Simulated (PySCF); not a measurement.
**Effect of structural changes**

Method used: TDDFT CAM-B3LYP/aug-cc-pVDZ excited states, vertical, gas phase in PySCF. Geometry: PBE0-D3(BJ)/def2-SVP.

Each molecule in one low-energy conformer.

The calculation is non-relativistic, which matters for the atoms heavier than Zn.

Task: How does the largest two-photon cross section among the few lowest singlets (linear parallel light, single beam, Lorentzian half width 0.1 eV, states within 0.08 eV summed) change along this series?
- Cc1ccc(C(=O)O)cc1 (H on C replaced by CH3)
- O=C(O)c1ccc(F)cc1 (H on C replaced by F)
- O=C(O)c1ccc(S)cc1 (H on C replaced by SH)
- C=Cc1ccc(C(=O)O)cc1 (H on C replaced by vinyl)
- O=C(O)c1ccc(Br)cc1 (H on C replaced by Br)

Result: 
```tsv
molecule	S1 (eV)	f(S1)	largest σ (GM)	at photon λ (nm)
Cc1ccc(C(=O)O)cc1	5.09	0.011	2.6	457
O=C(O)c1ccc(F)cc1	5.21	0.001	2.4	447
O=C(O)c1ccc(S)cc1	4.85	0.431	8.7	512
C=Cc1ccc(C(=O)O)cc1	4.69	0.554	6.4	418
O=C(O)c1ccc(Br)cc1	5.07	0.009	6.0	477
```
The largest two-photon cross section among the few lowest singlets (linear parallel light, single beam, Lorentzian half width 0.1 eV, states within 0.08 eV summed) is lowest for O=C(O)c1ccc(F)cc1 and highest for O=C(O)c1ccc(S)cc1.
